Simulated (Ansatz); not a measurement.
A nudged elastic band was laid between two geometries of Cl3HHfO + H (7 atoms, charge 0, multiplicity 2).

Level of theory: UHF/def2-SVP (Ansatz).

```
movable images  : 9
climbing image  : yes
spring          : 5.0 eV/Å²
optimiser       : quadratic models (default)
start path      : through a guess of the saddle point
force threshold : 0.05 eV/Å
iteration limit : 57
end points      : relaxed
```

Initial state:

```xyz
7
Properties=species:S:1:pos:R:3
Hf -0.035 -0.106 -0.243
Cl 0.125 -0.003 2.125
Cl 2.119 0.134 -1.209
O -1.144 1.302 -0.851
H -1.694 2.003 -1.151
Cl -0.990 -2.179 -0.897
H -0.099 -0.059 6.156
```

Final state:

```xyz
7
Properties=species:S:1:pos:R:3
Hf -0.112 -0.309 -0.540
Cl -0.513 0.361 3.502
Cl 2.001 -0.232 0.623
O -1.213 1.253 -0.599
H -1.768 2.011 -0.612
Cl -0.844 -2.284 -1.676
H 0.730 0.292 3.232
```

**Question.** Which bonds break or form, and what moves?

**Answer.** Bonds broken: Hf1–Cl2. Bonds formed: Cl2–H7. Cl3HHfO + H becomes Cl2HHfO + ClH.

**Question.** What energy profile does the band end with?

**Answer.** It converged. The highest image is number 5 of 0 to 10, 41.2 kcal/mol above the first end and 28.9 kcal/mol above the last; the last end lies 12.3 kcal/mol above the first. Neighbouring images differ by up to 1.7 eV, so the band resolves the path poorly. A vibrational analysis at the climbing image gives one clearly imaginary mode, 3600i cm⁻¹: a first-order saddle point.

| image | path coordinate (Å) | energy (kcal/mol) | Hf1–Cl2 (Å) | Cl2–H7 (Å) |
| --- | --- | --- | --- | --- |
| 0 | 0.00 | 0.0 | 2.38 | 4.04 |
| 1 | 1.06 | 0.0 | 2.37 | 4.04 |
| 2 | 2.11 | 0.0 | 2.37 | 4.07 |
| 3 | 3.17 | 0.0 | 2.37 | 4.06 |
| 4 | 4.23 | 1.0 | 2.37 | 2.94 |
| 5 | 5.28 | 41.2 | 2.50 | 1.52 |
| 6 | 5.74 | 19.2 | 3.07 | 1.28 |
| 7 | 6.19 | 13.3 | 3.63 | 1.27 |
| 8 | 6.65 | 12.5 | 4.01 | 1.27 |
| 9 | 7.10 | 12.4 | 4.11 | 1.27 |
| 10 | 7.56 | 12.3 | 4.12 | 1.27 |

**Question.** What is the geometry of the highest image?

**Answer.** 
```xyz
7
Properties=species:S:1:pos:R:3:forces:R:3
Hf -0.297 -0.189 0.103 0.01 0.01 0.00
Cl -0.377 -0.184 2.599 -0.01 -0.01 0.00
Cl 2.091 0.128 0.089 0.00 0.00 0.00
O -1.249 1.324 -0.547 0.01 -0.01 0.00
H -1.663 2.084 -0.916 -0.01 0.00 0.00
Cl -0.967 -2.216 -0.962 0.00 0.00 0.00
H 0.743 0.145 3.565 0.01 0.01 0.00
```

Run time: 17 min on 4 threads of Intel(R) Xeon(R) Platinum 8259CL CPU @ 2.50GHz (Skylake/Cascade Lake), on a shared host, peak memory 0.39 GiB.
